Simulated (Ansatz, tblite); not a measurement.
Removing and adding an electron: Li₂₀H₂₀ (started as a model of: 2x4x5 LiH rock-salt block). The state is a singlet with charge 0. Geometry: PBE-D4/def2-SVP. Ansatz, gas phase; energy differences of separate SCF runs; the oxidised species was run as a doublet alone; the reduced species was run as a doublet alone.

```xyz
40

Li   -4.4068    1.5384   -0.3597
H    -2.8078    1.9750   -1.1346
Li   -1.0219    2.3286   -1.6189
H     0.6922    2.6942   -2.3096
Li    2.4681    2.9510   -2.6676
H    -4.0800   -0.2238    0.0124
Li   -2.2495    0.1604   -0.5920
H    -0.5075    0.5359   -1.1838
Li    1.2448    0.8783   -1.7652
H     3.0720    1.2456   -2.3889
Li   -3.4818   -1.9190    0.5761
H    -1.7192   -1.5725   -0.0332
Li    0.0415   -1.2266   -0.6269
H     1.7980   -0.8500   -1.2143
Li    3.5650   -0.4713   -1.7900
H    -2.9406   -3.6423    1.0779
Li   -1.1877   -3.3178    0.4968
H     0.5828   -3.0369   -0.1225
Li    2.3382   -2.5936   -0.6871
H     4.0739   -2.2014   -1.2775
H    -4.0730    2.2020    1.2782
Li   -2.3377    2.5934    0.6864
H    -0.5832    3.0366    0.1212
Li    1.1870    3.3176   -0.4968
H     2.9401    3.6426   -1.0760
Li   -3.5642    0.4719    1.7908
H    -1.7976    0.8499    1.2135
Li   -0.0418    1.2260    0.6255
H     1.7185    1.5722    0.0330
Li    3.4813    1.9192   -0.5745
H    -3.0709   -1.2449    2.3899
Li   -1.2444   -0.8783    1.7643
H     0.5072   -0.5365    1.1822
Li    2.2489   -0.1608    0.5914
H     4.0794    0.2239   -0.0110
Li   -2.4671   -2.9502    2.6689
H    -0.6916   -2.6942    2.3090
Li    1.0217   -2.3290    1.6178
H     2.8071   -1.9755    1.1343
Li    4.4065   -1.5383    0.3608
```

The xTB rows come from tblite.

```csv
level,−HOMO (eV),vertical IE (eV),−LUMO (eV),vertical EA (eV),HOMO–LUMO gap (eV),IE − EA (eV),remarks
GFN1-xTB,10.77,12.37,7.31,5.92,3.46,6.45,–
PBE0-D4/def2-TZVP,5.93,7.30,0.87,0.10,5.06,7.20,HOMO above zero (-1 doublet)
```

**Question.** Estimate the rows for PBE-D4/def2-TZVP.

**Answer.** 
```json
{"level": "PBE-D4/def2-TZVP", "−HOMO (eV)": "4.88", "vertical IE (eV)": "–", "−LUMO (eV)": "1.49", "vertical EA (eV)": "0.33", "HOMO–LUMO gap (eV)": "3.39", "IE − EA (eV)": "–", "remarks": "HOMO above zero (-1 doublet)"}
```

Run but left out: PBE-D4/def2-TZVP (charge +1 doublet: an occupied level 0.15 eV above an empty one).   A HOMO above zero means that the electron is unbound at that level or that self-interaction error raises the level; the energy of removing that electron tells which. Raw xTB energy differences between charge states are shifted by several eV; the methods need an empirical correction for them. Sets without diffuse functions give affinities that are too small.
